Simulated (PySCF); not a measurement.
## Electron correlation in B+ (boron, charge +1)

[He] 2s2, closed-shell 1S. Computed with PySCF 2.14 in cc-pVTZ-DK, with scalar relativity by spin-free X2C-1e. Frozen: 1s2; 2 electrons correlated.

Total MP2 correlation energy: -35.89 mhartree.

Same-spin part 0.00 and opposite-spin part -35.89 mhartree; SCS-MP2 scales them by 1/3 and 6/5 to -43.07 mhartree.

With two correlated electrons CCSD is exact within the correlated space (frozen core and kept virtual orbitals).

| level | correlation energy (mhartree) |
| --- | --- |
| CCSD | -59.75 |

Diagnostics: T1 = 0.012, D1 = 0.0170, largest double amplitude 0.150.

A double-excitation amplitude exceeds 0.15, a sign of near-degeneracy.

Cost of the coupled-cluster step: 0.05 s of wall time on 1 thread of Intel(R) Xeon(R) 6975P-C (shared host), for 2 correlated electrons.

Iterations:

```
CC2 = 0
CCSD nocc = 1, nmo = 29
frozen orbitals [0]
max_cycle = 100
direct = 0
conv_tol = 1e-08
conv_tol_normt = 1e-06
diis_space = 8
diis_start_cycle = 0
Init t2, MP2 energy = -24.2793986331524  E_corr(MP2) -0.0358896396914228
Init E_corr(CCSD) = -0.0358896396914445
cycle = 1  E_corr(CCSD) = -0.0474544995862329  dE = -0.0115648599  norm(t1,t2) = 0.0642571
cycle = 2  E_corr(CCSD) = -0.0531604568653531  dE = -0.00570595728  norm(t1,t2) = 0.0348912
cycle = 3  E_corr(CCSD) = -0.0598685607317444  dE = -0.00670810387  norm(t1,t2) = 0.0191563
cycle = 4  E_corr(CCSD) = -0.0597069719759446  dE = 0.000161588756  norm(t1,t2) = 0.000484306
cycle = 5  E_corr(CCSD) = -0.0597907241617769  dE = -8.37521858e-05  norm(t1,t2) = 0.000153579
cycle = 6  E_corr(CCSD) = -0.0597586832817941  dE = 3.204088e-05  norm(t1,t2) = 0.000113303
cycle = 7  E_corr(CCSD) = -0.0597513997086401  dE = 7.28357315e-06  norm(t1,t2) = 2.15132e-05
cycle = 8  E_corr(CCSD) = -0.0597513003923656  dE = 9.93162744e-08  norm(t1,t2) = 5.55849e-07
cycle = 9  E_corr(CCSD) = -0.0597512685146154  dE = 3.18777502e-08  norm(t1,t2) = 1.80847e-07
cycle = 10  E_corr(CCSD) = -0.0597512377252176  dE = 3.07893978e-08  norm(t1,t2) = 8.6645e-08
cycle = 11  E_corr(CCSD) = -0.0597512401784204  dE = -2.45320272e-09  norm(t1,t2) = 7.88542e-09
CCSD converged
E(CCSD) = -24.30326023363938  E_corr = -0.05975124017842035
```
